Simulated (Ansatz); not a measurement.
A single point on `C[CH]1C=[N][GaH]1`.

```yaml
crystal:
  periodic: [false, false, false]
  atoms:
    - {symbol: C, position_ang: [-1.045119, 0.862491, 0.508290]}
    - {symbol: C, position_ang: [0.029832, -0.207062, 0.453552]}
    - {symbol: C, position_ang: [1.362539, 0.190484, -0.160642]}
    - {symbol: N, position_ang: [1.850738, -0.549565, -1.082828]}
    - {symbol: Ga, position_ang: [0.216999, -1.574891, -1.017053]}
    - {symbol: H, position_ang: [-0.759008, 1.689391, 1.168200]}
    - {symbol: H, position_ang: [-1.247414, 1.291016, -0.477227]}
    - {symbol: H, position_ang: [-1.984798, 0.456068, 0.888731]}
    - {symbol: H, position_ang: [0.194459, -0.627686, 1.452000]}
    - {symbol: H, position_ang: [1.887305, 1.098165, 0.183690]}
    - {symbol: H, position_ang: [-0.439935, -2.685209, -1.896113]}
basis:
  gaussian: {orbitals: def2-QZVPP}
correlation: {method: mp2}
```

```sh
$ ansatz run in.yaml --threads 4 --pin off --events-out ev --progress --plain --max-ram 10444MiB
```

Shortened log:

```
Functional definition: HF
3039 factors; integrals over basis functions are off by at most 1.0e-3 eV
mean field evaluation 1: about -56998.0079 eV, gradient 4.6e1 eV
mean field evaluation 2: about -56998.1319 eV, gradient 4.6e1 eV
mean field evaluation 4: about -57003.6092 eV, gradient 5.5e0 eV
mean field evaluation 8: about -57003.7153 eV, gradient 5.2e-1 eV
mean field evaluation 16: about -57003.7175 eV, gradient 1.2e-6 eV
mean field -57003.71751674 eV, -2094.8479802326 hartree, gradient 1.2e-6 eV, S^2 0.000000; 0 other end points of the search recorded, 0 dependent functions left out
13 core orbitals not correlated: weight in the atoms' cores, before any rotation towards them, 1.000 or more for the frozen orbitals, at most 0.000 for the correlated occupied ones
reference -57003.71751674 eV, -2094.8479802326 hartree; 18, 18 occupied and 466, 466 virtual orbitals, 3039 factors
second order -33.10571874 eV of doubles, -0.00000000 eV of singles
Total energy: -57036.82323548 eV, -2096.0645929565 hartree
```

Hardware: 4 threads of an Arm Neoverse N1 on a shared host. Wall time 50 s, peak host memory 3.5 GiB.
